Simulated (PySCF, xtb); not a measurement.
C₂H₆FISi, SMILES C[Si](C)(F)I.

Harmonic wavenumbers (cm⁻¹) from GFN2-xTB (xtb) at its own minimum, in rising order: 92, 100, 128, 137, 176, 182, 221, 384, 691, 778, 792, 803, 848, 855, 875, 1379, 1381, 1468, 1470, 1472, 1473, 3034, 3035, 3039, 3039, 3048, 3050.

Task: What does PBE-D3(BJ)/def2-SVP (PySCF) give at its own minimum? (Estimate from the structure and the level; the computed values follow.)

Result: 146, 148, 149, 165, 194, 208, 258, 353, 640, 674, 722, 769, 787, 819, 895, 1216, 1221, 1367, 1371, 1376, 1384, 2978, 2979, 3079, 3080, 3094, 3094. Paired by order, the mean absolute difference is 60 cm⁻¹ and the zero-point energies are 48.5 and 47.4 kcal/mol.
